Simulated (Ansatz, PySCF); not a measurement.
FGaH4N2, SMILES [NH2][Ga]([NH2])[F]. Atoms are numbered in the order given.

```xyz
8

Ga     0.0000     0.0000    -0.0134
F      0.0000     0.0000     1.7439
N     -1.6205    -0.0497    -0.8008
H     -1.7616     0.1705    -1.7781
H     -2.4593     0.1070    -0.2560
N      1.6205     0.0497    -0.8008
H      1.7616    -0.1705    -1.7781
H      2.4593    -0.1070    -0.2560
```
Charge 0, spin multiplicity 1.

Geometry optimised at PBE0-D3(BJ)/def2-SVP. The structure was generated by enumeration; whether it is a known compound was not checked. The values are those of a single conformer.

Vertical ionisation energy (IE) and electron affinity (EA) in eV. Rows of orbital energies are one-electron estimates. Where ΔSCF, EOM or ADC give a negative EA the extra electron is unbound and the value depends on the basis.

| level | IE | EA |
|---|---|---|
| −ε(HOMO), −ε(LUMO), r2SCAN/def2-TZVP (PySCF) | [?] | [?] |
| −ε(HOMO), −ε(LUMO), PBE/def2-TZVP (PySCF) | 5.85 | 1.20 |
| ΔSCF, CAM-B3LYP/def2-SVPD (Ansatz), final states of multiplicity 2 and 2 | 9.88 | -0.57 |
| ΔSCF, PBE/def2-SVPD (Ansatz), final states of multiplicity 2 and 2 | 9.25 | -0.36 |

### Question
What belongs in the gaps? (The exact figures need the calculation; the answer reports its results.)

### Answer

- −ε(HOMO), −ε(LUMO), r2SCAN/def2-TZVP (PySCF), IE: 6.17
- −ε(HOMO), −ε(LUMO), r2SCAN/def2-TZVP (PySCF), EA: 0.75

### Question
What vertical singlet–triplet gap does ΔSCF give with CAM-B3LYP/def2-SVPD (Ansatz, a first-principles code) and with PBE/def2-SVPD (Ansatz)? (The exact figures need the calculation; the answer reports its results.)

### Answer
5.42 and 4.58 eV (triplet above singlet where positive).
